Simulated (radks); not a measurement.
Problem. Numerical settings for the chlorine ion Cl2+, [Ne] 3s2 3p3. Method: non-relativistic Kohn-Sham, LDA (Slater exchange, Perdew-Wang correlation), spin-polarised, spherical densities, point nucleus; open shells are filled with parallel spins first; computed with a radial shooting solver on a logarithmic mesh with Libxc functionals. The defaults (mesh step 0.008 in ln r, mesh end at 40 bohr or more with all orbitals vanishing there, Anderson mixing 0.5 over 9 steps, residual threshold near 1e-9 with the energy settled to 1e-9 hartree or 1e-11 of itself, here a cap of 98 iterations) give E = -457.2978 hartree and 3p at -33.029 eV in 14 iterations. Run on one thread of a shared host, so times are rough (Intel(R) Xeon(R) 6975P-C): 0.07 s of CPU time, 0.07 s wall, 14 iterations on 2476 mesh points. One setting is changed at a time: mesh step in ln r 0.05; mesh step in ln r 0.012; mesh step in ln r 0.03; mesh end (bohr) 20; mesh end (bohr) 12; residual threshold 1e-13; residual threshold 1e-16; mixing 1; linear mixing, mixing 0.05; linear mixing, mixing 0.5; mixing history 20; iteration cap 3. Which runs fail to converge, and which converge to a wrong energy?

Solution. Not converged within the cap: residual threshold 1e-16; linear mixing, mixing 0.05; iteration cap 3. No run marked as converged misses the energy by more than 1 mhartree.
